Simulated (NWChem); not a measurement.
Molecule: n-butyl acetate (C₆H₁₂O₂); SMILES CCCCOC(C)=O

```xyz
20

C      0.3039     3.9495     0.0041
C     -0.4994     2.6582     0.0011
C      0.3725     1.4093     0.0051
C     -0.4372     0.1333    -0.0014
O      0.4638    -0.9697    -0.0004
C     -0.0889    -2.1905     0.0005
C      0.9633    -3.2617     0.0019
O     -1.2772    -2.3758     0.0005
H      0.9590     4.0154    -0.8793
H     -0.3517     4.8333    -0.0018
H      0.9473     4.0186     0.8958
H     -1.1698     2.6383     0.8786
H     -1.1629     2.6378    -0.8816
H      1.0295     1.4101     0.8918
H      1.0407     1.4120    -0.8732
H     -1.0979     0.0647     0.8792
H     -1.0901     0.0693    -0.8882
H      1.6069    -3.1539     0.8871
H      1.6086    -3.1541    -0.8821
H      0.4849    -4.2471     0.0012
```
Atoms are numbered in this order, from 1.

Coordinates come from a PBE0/def2-SVP optimisation. Not confirmed as a minimum by frequencies.

Question: Give the principal values of the shielding tensors (ppm) of C1, C2, C3, C4, O5 from PBE0/pcSseg-1, GIAO (NWChem), with their diamagnetic and paramagnetic parts as GIAO splits them.

Answer: 
| atom | σ11 | σ22 | σ33 | isotropic | diamagnetic | paramagnetic |
|---|---|---|---|---|---|---|
| C1 | 157.0 | 161.5 | 185.7 | 168.1 | 248.4 | -80.4 |
| C2 | 154.5 | 162.8 | 171.6 | 163.0 | 249.1 | -86.1 |
| C3 | 130.5 | 150.5 | 171.6 | 150.9 | 247.7 | -96.8 |
| C4 | 95.3 | 103.4 | 154.8 | 117.9 | 245.8 | -127.9 |
| O5 | -63.0 | 180.8 | 241.0 | 119.6 | 399.0 | -279.4 |
